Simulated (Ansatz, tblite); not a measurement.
Cost and result up the ladder for Ga₆Sb₅H₁₈⁻, a cluster cut from wurtzite GaSb (hydrogen-capped) (29 atoms). Total charge -1; singlet. Geometry: PBE-D4/def2-SVP.

```xyz
29

Ga   -0.1344   -1.9140   -2.7263
Sb   -2.0154   -1.1649   -0.9372
Sb    1.2775   -2.6066    1.2364
Ga   -1.3320   -2.0017    1.4862
Ga   -2.9341    1.3727   -0.8021
Sb   -1.1693    0.2687    2.9197
Sb    1.8250   -0.2102   -2.0230
Ga    3.1984   -0.9973    0.1301
Ga    1.3273    2.4299   -2.2162
Sb   -0.6054    2.6429   -0.3530
Ga    0.2035    2.5238    2.1909
H     0.3016   -3.4020   -2.3638
H    -0.6669   -1.5517   -4.1774
H    -3.3897   -2.1731   -1.2145
H     1.2574   -4.1266    0.4355
H     1.7691   -3.2520    2.7623
H    -2.1562   -3.1382    2.2253
H    -3.4939    1.7655   -2.2348
H    -3.8553    1.4783    0.4924
H    -2.8125    0.6599    3.2341
H    -0.8198   -0.2112    4.5428
H     2.9985   -0.5077   -3.2535
H     4.3856   -1.9889   -0.2320
H     3.3586    0.1295    1.2315
H     0.6815    2.7094   -3.6411
H     2.6073    3.2299   -1.7204
H    -1.0932    4.2965   -0.4374
H     1.7092    2.0623    2.3582
H    -0.4225    3.6766    3.0872
```

Ansatz on 2 threads of AMD EPYC 7R13 on a shared host and a share (18 GiB) of an NVIDIA H100 80GB HBM3; xTB runs through tblite on one thread. Times are rough, summed over both states, and most runs start from the orbitals of an earlier one. PBE0-D4/def2-TZVP serves as the yardstick here, not as an exact answer. The other state is a doublet.

In the def2 sets Sb takes a core potential; there is no spin–orbit coupling. The xTB rows come from tblite. B3LYP takes the VWN-RPA correlation. Single mean-field runs in def2-TZVP are fitted with def2-universal-jkfit. HOMO above LUMO, or a gap near zero within one spin, warns that the state may not be the lowest or that an electron is smeared out.

Raw xTB energies of ions are shifted by several eV.

```json
{"level": "GFN1-xTB", "functions": "135", "wall time": "0.21 s"}
{"level": "PBE-D4/def2-TZVP (with forces)", "functions": "646", "wall time": "22 s"}
{"level": "B3LYP-D4/def2-TZVP", "functions": "646", "wall time": "25 s"}
{"level": "PBE0-D4/def2-TZVP (with forces)", "functions": "646", "wall time": "26 s"}
```

Task: Estimate what each level gives for the vertical IE (eV).

Result: 
| level | vertical IE (eV) | difference from PBE0-D4/def2-TZVP (eV) | remarks |
| --- | --- | --- | --- |
| GFN1-xTB | 9.10 | 4.05 | – |
| PBE-D4/def2-TZVP (with forces) | 4.69 | -0.36 | gap within one spin near zero (doublet) |
| B3LYP-D4/def2-TZVP | 5.00 | -0.04 | – |
| PBE0-D4/def2-TZVP (with forces) | 5.04 | 0.00 | – |
